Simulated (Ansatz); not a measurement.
Born–Oppenheimer molecular dynamics of Cl$_{2}$Zn (3 atoms, charge 0, multiplicity 1). It starts from a relaxed structure.

All numbers below come from Ansatz 0.2.0, RKS PBE-D4/def2-SVP.

* ensemble: NVT, Nosé–Hoover chain
* time step: 1 fs
* steps asked: 100
* set temperature: 400 K
* thermostat: time constant 20 fs, chain length 3
* seed: 148346

First frame:

```xyz
3
Properties=species:S:1:pos:R:3
Zn 0.000 0.000 0.000
Cl 0.000 0.000 2.102
Cl 0.000 0.000 -2.102
```

(1) What does the run give?

(2) What happens to the structure?

(3) How do temperature and energy run in time?

Results:

(1) The run went to its last step.

```json
{"steps done": "100", "time covered": "100 fs", "mean temperature over the second half": "374 K", "spread of the potential energy over the second half": "8.0 meV per atom", "mean potential energy of the second half above the start": "33.6 meV per atom"}
```

The conserved energy stayed within 0.028 meV per atom of its start (net change 0.005 meV per atom), so the integration is sound. A run of 0.1 ps of so small a system gives no equilibrium averages.

(2) The same pairs are bonded in the first frame and the last. Pairs count as bonded within 1.25 times the sum of covalent radii (0.12 Å more for H–H). This is one draw of velocities; another would differ in detail.

(3) 
```csv
time (fs),T (K),potential energy less start (eV),conserved less start (meV/atom)
0.0,400,0.000,0.00
3.0,388,0.002,0.00
6.0,357,0.006,0.00
9.0,312,0.012,0.00
12.0,266,0.018,0.01
15.0,227,0.025,0.01
18.0,207,0.029,0.01
21.0,211,0.031,0.01
24.0,246,0.030,0.01
27.0,317,0.028,0.01
30.0,434,0.025,0.01
33.0,609,0.022,0.00
36.0,847,0.022,0.01
39.0,1120,0.025,0.01
42.0,1354,0.034,0.01
45.0,1449,0.047,0.02
48.0,1356,0.064,0.02
51.0,1111,0.084,0.02
54.0,808,0.102,0.03
57.0,534,0.117,0.03
60.0,335,0.127,0.03
63.0,214,0.133,0.03
66.0,156,0.134,0.03
69.0,143,0.131,0.03
72.0,158,0.124,0.02
75.0,192,0.116,0.02
78.0,236,0.106,0.02
81.0,282,0.096,0.01
84.0,326,0.087,0.01
87.0,361,0.078,0.01
90.0,382,0.072,0.01
93.0,387,0.069,0.00
96.0,375,0.068,0.00
99.0,348,0.070,0.00
```

Time of the run: 2.4 min on 1 thread of Arm Neoverse V1, on a shared host, peak memory 0.11 GiB.
